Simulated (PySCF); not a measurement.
**Working out the ionisation energy of Ar⁺**

Ar⁺ [Ne] 3s2 3p5 (2P) → Ar²⁺ [Ne] 3s2 3p4 (3P). Calculation: PySCF 2.14, in x2c-SVPall (4s3p1d, 18 functions); scalar relativity by spin-free X2C-1e. Frozen: [Ne]. Energies in hartree (1 hartree = 27.21139 eV):

```tsv
part	Ar⁺ (lower)	Ar²⁺ (upper)
UHF	-527.875894	-526.896448
CCSD correlation	-0.130689	-0.108997
(T)	-0.000879	-0.000911
```

What does Hartree-Fock give?

(-526.896448) − (-527.875894) = 0.979446 hartree = 26.652 eV.

What do CCSD and CCSD(T) give?

The CCSD correlation energies differ by 0.021692 hartree = 0.590 eV and the triples by -0.000032 hartree = -0.001 eV, so CCSD gives 27.242 eV and CCSD(T) 27.241 eV.

Reference: 27.630 eV (measured; NIST Atomic Spectra Database, ionization energies), between the lowest levels; spin-orbit coupling is absent from the calculation.

A double-zeta basis recovers only part of the correlation energy.

What remains against the reference includes basis incompleteness, the frozen core and higher excitations.
